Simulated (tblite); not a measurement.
C8H10N2Si.
Cartesian coordinates in Å at the GFN2-xTB level; atoms count from 1:
```
atom  x, y, z in Å
C1     0.238    2.618    0.727
C2     0.340    1.494    0.313
C3     0.464    0.174   -0.173
C4    -0.630   -0.540   -0.660
C5    -2.020    0.014   -0.651
C6    -2.682   -0.254    0.703
C7    -0.352   -1.830   -1.114
N8     0.851   -2.367   -1.094
N9     1.863   -1.695   -0.629
C10    1.724   -0.462   -0.175
Si11   3.305    0.355    0.467
H12    0.154    3.600    1.086
H13   -2.607   -0.457   -1.443
H14   -1.988    1.091   -0.829
H15   -2.719   -1.323    0.905
H16   -2.120    0.229    1.500
H17   -3.697    0.136    0.709
H18   -1.134   -2.461   -1.514
H19    3.534    1.573   -0.316
H20    4.388   -0.606    0.323
H21    3.079    0.729    1.867
```

Method: GFN2-xTB as coded in tblite; computed harmonic values from a numerical Hessian at the method's own geometry, unscaled. Against measured fundamentals such values can be off by several per cent, at times by over 20. Modes of hydrogen on silicon can be 10 to 20 % off. One conformer, not necessarily the lowest.

Harmonic wavenumbers (cm⁻¹): 40.7, 56.1, 92.0, 106.4, 129.9, 154.3, 160.6, 213.3, 252.4, 314.8, 321.7, 373.2, 426.8, 478.2, 514.2, 541.0, 548.7, 587.2, 622.0, 659.7, 661.7, 747.6, 761.1, 767.4, 788.4, 818.2, 833.0, 883.1, 892.8, 1031.2, 1063.5, 1077.1, 1135.2, 1189.1, 1204.2, 1242.4, 1274.4, 1315.6, 1351.8, 1387.3, 1409.4, 1475.4, 1498.6, 1501.2, 1505.3, 1516.5, 2242.9, 2243.2, 2249.7, 2339.1, 2976.0, 2983.5, 3031.5, 3034.7, 3040.8, 3057.6, 3393.6.

A = 1351, B = 835.0, C = 548.0 MHz; mass 162.061 u (most abundant isotopes); point group C1, symmetry number 1.

**Question.** Zero-point energy?

**Answer.** Half the sum of the wavenumbers: 33259 cm⁻¹ = 397.86 kJ/mol.

**Question.** Entropy at 350 K, 1 bar (ideal gas, RRHO, classical rotation)?

**Answer.** Translation 175.64, rotation 130.16, vibration 193.69: S = 499.5 J/(mol K).

**Question.** And Cp and H(350 K) − H(0)?

**Answer.** Cp = 225.53 J/(mol K), of which vibrations give 192.27 (their classical limit is 57 R = 473.9); H(350 K) − H(0) = 46.66 kJ/mol without the zero-point energy, 35.02 from vibrations.

**Question.** How do the functions run with temperature in this model?

**Answer.** 
| T (K) | S (J/(mol K)) | Cp (J/(mol K)) | H − H(0) (kJ/mol) | G − H(0) (kJ/mol) | ln q(vib) |
| --- | --- | --- | --- | --- | --- |
| 50 | 259.8 | 64.0 | 2.28 | -10.71 | 0.76 |
| 100 | 314.1 | 94.6 | 6.29 | -25.12 | 2.45 |
| 298.15 | 465.4 | 200.4 | 35.61 | -103.14 | 9.47 |
| 373.15 | 514.3 | 236.1 | 52.00 | -139.90 | 12.05 |
| 500 | 590.6 | 286.1 | 85.26 | -210.05 | 16.32 |
| 750 | 720.6 | 354.2 | 165.98 | -374.48 | 24.22 |
| 1000 | 828.9 | 397.3 | 260.30 | -568.55 | 31.40 |

q(vib) and H(0) count from the zero-point level.

**Question.** What must be added to the electronic energy to get the Gibbs energy at 350 K and 1 bar?

**Answer.** ZPE + [H(350 K) − H(0)] − T·S = 397.86 + 46.66 − 174.82 = 269.70 kJ/mol.

**Question.** Which modes carry the vibrational entropy at 350 K?

**Answer.** 40.7 cm⁻¹: 23.19; 56.1 cm⁻¹: 20.53; 92.0 cm⁻¹: 16.45; 106.4 cm⁻¹: 15.26; 129.9 cm⁻¹: 13.63; 154.3 cm⁻¹: 12.24 J/(mol K); the other 51 give 92.40 together.

**Question.** Blend soft modes into free rotors: weight 1/[1 + (100 cm⁻¹/ν̃)⁴] for the oscillator and the rest for a rotor with moment μB/(μ + B), μ = h/(8π²ν), B = 10⁻⁴⁴ kg m². What vibrational entropy results?

**Answer.** 177.83 J/(mol K) in place of 193.69, which changes −T·S at 350 K by +5.55 kJ/mol.

Hindered rotation and anharmonicity are outside this model. Other conformers, if any are populated, would add a mixing term that is left out. The structure is chiral; the term R ln 2 for an equal mix with its mirror image is left out.
